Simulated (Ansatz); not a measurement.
`F[CH]([SiH3])[AlH][SiH3]` + `C[SiH](N)O` → `C[SiH](N)O[SiH3]` + `F[CH]([AlH2])[SiH3]`  (cleavage of the Si–Al bond)

Computed with Ansatz on PBE0-D4/def2-TZVP structures; ΔE is electronic, products minus reactants. CBS: MP2 limit from def2 TZ/QZ plus the TZ coupled-cluster correction, frozen cores. Functionals use def2-TZVPP. One conformer a species, not always the lowest.

```tsv
species	B2PLYP energy (Eh)
`F[CH]([SiH3])[AlH][SiH3]`	-963.76090
`C[SiH](N)O`	-461.71821
`C[SiH](N)O[SiH3]`	-752.33940
`F[CH]([AlH2])[SiH3]`	-673.17901
```

(1) Work out ΔE.

Largest T1 diagnostic among the species: 0.013.

Results:

(1) ΔE = (-752.33940) + (-673.17901) − (-963.76090) − (-461.71821) = -0.03930 Eh = -1.07 eV. CCSD(T)/CBS gives -1.01 eV.

From PBE to PBE0 (25 % exact exchange), in def2-TZVPP and without D4, ΔE moves by −0.10 eV. In def2-TZVPP, CCSD(T) changes the Hartree–Fock value by +0.31 eV (the triples alone add +0.04 eV) and MP2 by +0.21 eV.
